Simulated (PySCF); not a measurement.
## Correlation energy of Nb⁺ (niobium, charge +1)

[Kr] 4d4, high-spin 5D determinant. All numbers are calculated (PySCF 2.14, the spin-free X2C one-electron Hamiltonian (Gaussian nucleus), in ANO-RCC-VTZP). Frozen: [Ar] 3d10; 12 electrons correlated.

| level | correlation energy (mhartree) |
| --- | --- |
| CCSD | -317.90 |
| (T) | -7.79 |
| CCSD(T) | -325.69 |

Diagnostics: T1 = 0.015, D1 = 0.0709, largest double amplitude 0.025.

**Question.** Is a single reference adequate?

**Answer.** Yes, within this model without spin-orbit coupling: T1 lies below 0.03 and no double amplitude reaches 0.07.
